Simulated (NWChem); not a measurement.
System: C₂H₅ClSi₂; SMILES C#C[Si@@H]([SiH3])Cl

Output (shortened):

```
             Northwest Computational Chemistry Package (NWChem) 7.3.0
             --------------------------------------------------------

                             Geometry "geometry" -> ""
                             -------------------------

 Output coordinates in angstroms (scale by  1.889725989 to convert to a.u.)

  No.       Tag          Charge          X              Y              Z
 ---- ---------------- ---------- -------------- -------------- --------------
    1 C                    6.0000     1.98717100    -2.17626200    -0.34904700
    2 C                    6.0000     1.14433600    -1.36996700     0.03922200
    3 Si                  14.0000    -0.06032800    -0.10153100     0.58538900
    4 Si                  14.0000     0.61942300     2.00944800    -0.18878200
    5 Cl                  17.0000    -1.93512600    -0.50236700    -0.25368400
    6 H                    1.0000     2.72488100    -2.89269500    -0.68784100
    7 H                    1.0000    -0.19947800    -0.17300700     2.07818900
    8 H                    1.0000     0.69617900     1.96520200    -1.68911300
    9 H                    1.0000    -0.38153500     3.04941600     0.23354000
   10 H                    1.0000     1.97045000     2.35886500     0.37471800

 Effective nuclear repulsion energy (a.u.)     301.6867700496

                              NWChem Property Module
                              ----------------------

                                 NWChem DFT Module
                                 -----------------

 Summary of "ao basis" -> "ao basis" (spherical)
 ------------------------------------------------------------------------------
       Tag                 Description            Shells   Functions and Types
 ---------------- ------------------------------  ------  ---------------------
 C                          def2-svp                 6       14   3s2p1d
 Si                         def2-svp                 8       18   4s3p1d
 Cl                         def2-svp                 8       18   4s3p1d
 H                          def2-svp                 3        5   2s1p

            General Information
            -------------------
          SCF calculation type: DFT
          Wavefunction type:  closed shell.
          No. of atoms     :    10
          No. of electrons :    62
           Alpha electrons :    31
            Beta electrons :    31
          Charge           :     0
          Spin multiplicity:     1
          Use of symmetry is: off; symmetry adaption is: off
          Maximum number of iterations: 150
          AO basis - number of functions:   107
                     number of shells:    51
          Convergence on energy requested:  1.00D-06
          Convergence on density requested:  1.00D-05
          Convergence on gradient requested:  5.00D-04

              XC Information
              --------------
                         B3LYP Method XC Potential
                     Hartree-Fock (Exact) Exchange  0.200
                        Slater Exchange Functional  0.800 local
                    Becke 1988 Exchange Functional  0.720 non-local
              Lee-Yang-Parr Correlation Functional  0.810
                  VWN I RPA Correlation Functional  0.190 local

             Grid Information
             ----------------
          Grid used for XC integration:  medium
          Radial quadrature: Mura-Knowles
          Angular quadrature: Lebedev.
          Tag              B.-S. Rad. Rad. Pts. Rad. Cut. Ang. Pts.
          ---              ---------- --------- --------- ---------
          C                   0.70       49          13.0       434
          Si                  1.10       88          12.0       590
          Cl                  1.00       88          13.0       590
          H                   0.35       45          15.0       434
          Grid pruning is: on
          Number of quadrature shells:   587
          Spatial weights used:  Erf1

      Superposition of Atomic Density Guess
      -------------------------------------

 Sum of atomic energies:       -1114.54662397

      Non-variational initial energy
      ------------------------------

 Total energy =   -1116.263293
 1-e energy   =   -2140.115368
 2-e energy   =     722.165305
 HOMO         =      -0.297079
 LUMO         =      -0.006445

   convergence    iter        energy       DeltaE   RMS-Dens  Diis-err
 ---------------- ----- ----------------- --------- --------- ---------
 d= 0,ls=0.0,diis     1  -1117.9888319397 -1.42D+03  1.03D-02  4.89D-01
 d= 0,ls=0.0,diis     2  -1118.0185871256 -2.98D-02  6.21D-03  2.09D-01
 d= 0,ls=0.0,diis     3  -1118.0477754831 -2.92D-02  1.85D-03  3.56D-02
 d= 0,ls=0.0,diis     4  -1118.0531237438 -5.35D-03  3.65D-04  1.37D-03
 d= 0,ls=0.0,diis     5  -1118.0531491860 -2.54D-05  1.86D-04  1.16D-03
  Resetting Diis
 d= 0,ls=0.0,diis     6  -1118.0533002034 -1.51D-04  4.13D-05  1.87D-05
 d= 0,ls=0.0,diis     7  -1118.0533028289 -2.63D-06  1.64D-05  7.06D-07
 d= 0,ls=0.0,diis     8  -1118.0533027602  6.87D-08  9.02D-06  1.22D-06

         Total DFT energy =    -1118.053302760190
      One electron energy =    -2143.407254552235
           Coulomb energy =      806.412441680711
    Exchange-Corr. energy =      -82.745259938238
 Nuclear repulsion energy =      301.686770049571

 Numeric. integr. density =       62.000022890736

                       DFT Final Molecular Orbital Analysis
                       ------------------------------------

 Vector   29  Occ=2.000000D+00  E=-3.106122D-01
              MO Center=  1.8D-01, -9.8D-01, -1.3D-01, r^2= 4.9D+00
   Bfn.  Coefficient  Atom+Function         Bfn.  Coefficient  Atom+Function
  ----- ------------  ---------------      ----- ------------  ---------------
    76      0.365986   5 Cl py               73      0.264480   5 Cl py
    20      0.260244   2 C  pz                6      0.225718   1 C  pz
     5     -0.189751   1 C  py               77     -0.174820   5 Cl pz
    23      0.159765   2 C  pz               70      0.154009   5 Cl py
    19     -0.146979   2 C  py                9      0.130645   1 C  pz

 Vector   30  Occ=2.000000D+00  E=-3.003486D-01
              MO Center=  1.1D+00, -1.6D+00, -1.5D-01, r^2= 3.0D+00
   Bfn.  Coefficient  Atom+Function         Bfn.  Coefficient  Atom+Function
  ----- ------------  ---------------      ----- ------------  ---------------
    18      0.275293   2 C  px                6      0.263604   1 C  pz
     4      0.258945   1 C  px               20      0.250109   2 C  pz
    75      0.182884   5 Cl px               21      0.166497   2 C  px
     7      0.165007   1 C  px               76     -0.155412   5 Cl py
     5      0.154299   1 C  py                9      0.152277   1 C  pz

 Vector   31  Occ=2.000000D+00  E=-2.815772D-01
              MO Center=  4.3D-01, -2.4D-01,  8.0D-02, r^2= 5.5D+00
   Bfn.  Coefficient  Atom+Function         Bfn.  Coefficient  Atom+Function
  ----- ------------  ---------------      ----- ------------  ---------------
    76      0.229906   5 Cl py               55      0.210325   4 Si py
    19      0.189421   2 C  py                6     -0.187435   1 C  pz
     5      0.184131   1 C  py               88      0.168323   7 H  s
    37     -0.163285   3 Si py               58      0.163588   4 Si py
    73      0.159943   5 Cl py               89      0.153611   7 H  s

 Vector   32  Occ=0.000000D+00  E=-3.915725D-02
              MO Center=  6.6D-01, -6.5D-01,  1.5D-01, r^2= 4.9D+00
   Bfn.  Coefficient  Atom+Function         Bfn.  Coefficient  Atom+Function
  ----- ------------  ---------------      ----- ------------  ---------------
    39      0.571691   3 Si px               75      0.352311   5 Cl px
    68      0.297951   5 Cl s                 7     -0.283024   1 C  px
    41      0.260867   3 Si pz                4     -0.232978   1 C  px
    21      0.230709   2 C  px                8     -0.218551   1 C  py
    57      0.213928   4 Si px              104     -0.202645  10 H  s

 Vector   33  Occ=0.000000D+00  E=-2.007173D-02
              MO Center=  1.0D+00, -7.5D-01,  4.6D-02, r^2= 5.2D+00
   Bfn.  Coefficient  Atom+Function         Bfn.  Coefficient  Atom+Function
  ----- ------------  ---------------      ----- ------------  ---------------
    41      0.459527   3 Si pz               89     -0.442204   7 H  s
     9     -0.403647   1 C  pz               99     -0.392884   9 H  s
    57     -0.340388   4 Si px               59      0.308591   4 Si pz
    23      0.306703   2 C  pz               50      0.305006   4 Si s
     6     -0.297598   1 C  pz                8      0.278560   1 C  py

 Vector   34  Occ=0.000000D+00  E= 1.238642D-02
              MO Center=  3.2D-01,  9.1D-01,  1.6D-01, r^2= 5.1D+00
   Bfn.  Coefficient  Atom+Function         Bfn.  Coefficient  Atom+Function
  ----- ------------  ---------------      ----- ------------  ---------------
    40      0.901450   3 Si py               58      0.887000   4 Si py
    94      0.619750   8 H  s                50     -0.557271   4 Si s
    99     -0.400317   9 H  s                89     -0.395148   7 H  s
    17      0.391381   2 C  s                32      0.370734   3 Si s
    59      0.348355   4 Si pz               31      0.311217   3 Si s

     Multipole analysis of the density
     ---------------------------------

[...]

 DFT Linear Response polarizability / au
 Frequency  =       0.0773000 / au
 Wavelength =     589.4353558 / nm
              X              Y              Z
 -----------------------------------------------
 X      87.8592018    -10.8705404     -4.0146952
 Y     -10.8705408     94.9509682      3.6299214
 Z      -4.0146891      3.6299172     64.9051142
 -----------------------------------------------
 Eigenvalues =      80.0471006    103.5657523     64.1024313
 Isotropic   =      82.5717614
 Anisotropic =      34.3854124
 -----------------------------------------------

 Magnetic Dipole Response Matrix (nonzero elements):
```

Level: B3LYP/def2-SVP. All runs use the structure optimised with PBE-D3(BJ)/def2-SVP.

### Question
Reconstruct the input file.

### Answer
Several could match; the one computed here: the input that was run:
```
start job
memory heap 200 mb stack 900 mb global 1100 mb
geometry units angstroms noautosym nocenter noautoz
  C      1.987171    -2.176262    -0.349047
  C      1.144336    -1.369967     0.039222
  Si    -0.060328    -0.101531     0.585389
  Si     0.619423     2.009448    -0.188782
  Cl    -1.935126    -0.502367    -0.253684
  H      2.724881    -2.892695    -0.687841
  H     -0.199478    -0.173007     2.078189
  H      0.696179     1.965202    -1.689113
  H     -0.381535     3.049416     0.233540
  H      1.970450     2.358865     0.374718
end
basis spherical
  * library def2-svp
end
dft
  xc b3lyp
  iterations 150
end
property
  response 1 0.0773
end
task dft property
```
